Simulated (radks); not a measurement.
Results of a calculation; reference values are marked as such.
Trend from Sc to Zn: ionisation energy by Delta-SCF between NIST ground configurations, and size. Code: a radial shooting solver on a logarithmic mesh with Libxc functionals. Model: scalar-relativistic Kohn-Sham, PBE, spin-unpolarised, spherical densities, finite nucleus; Fermi nuclear charge, rms radius of each element as measured or else 0.836 A^(1/3) + 0.57 fm.

species  configuration  configuration of the ion  IE (eV)  NIST (eV)  kind  -e(HOMO) (eV)  outermost  <r> outermost (bohr)
Sc        [Ar] 3d1 4s2              [Ar] 3d1 4s1    6.897      6.561  exp.     3.233 (3d)         4s                  3.72
Ti        [Ar] 3d2 4s2              [Ar] 3d2 4s1    7.347      6.828  exp.     4.259 (3d)         4s                  3.51
V         [Ar] 3d3 4s2                  [Ar] 3d4    7.197      6.746  exp.     4.702 (4s)         4s                  3.35
Cr        [Ar] 3d5 4s1                  [Ar] 3d5    6.901      6.767  exp.     2.913 (3d)         4s                  3.44
Mn        [Ar] 3d5 4s2              [Ar] 3d5 4s1    8.416      7.434  exp.     5.107 (4s)         4s                  3.09
Fe        [Ar] 3d6 4s2              [Ar] 3d6 4s1    8.729      7.902  exp.     5.292 (4s)         4s                  2.99
Co        [Ar] 3d7 4s2                  [Ar] 3d8    6.471      7.881  exp.     5.470 (4s)         4s                  2.89
Ni        [Ar] 3d8 4s2                  [Ar] 3d9    6.318      7.640  exp.     5.643 (4s)         4s                  2.81
Cu       [Ar] 3d10 4s1                 [Ar] 3d10    8.148      7.726  exp.     4.610 (4s)         4s                  2.94
Zn       [Ar] 3d10 4s2             [Ar] 3d10 4s1    9.889      9.394  exp.     5.979 (4s)         4s                  2.65

Reference values: NIST Atomic Spectra Database (measured). Spin polarisation and multiplet splitting are left out, so open shells lie too high by an amount that depends on their filling.

Beside tabulated values, note that spin-unpolarised runs miss the spin-polarisation part of the exchange energy of open shells.
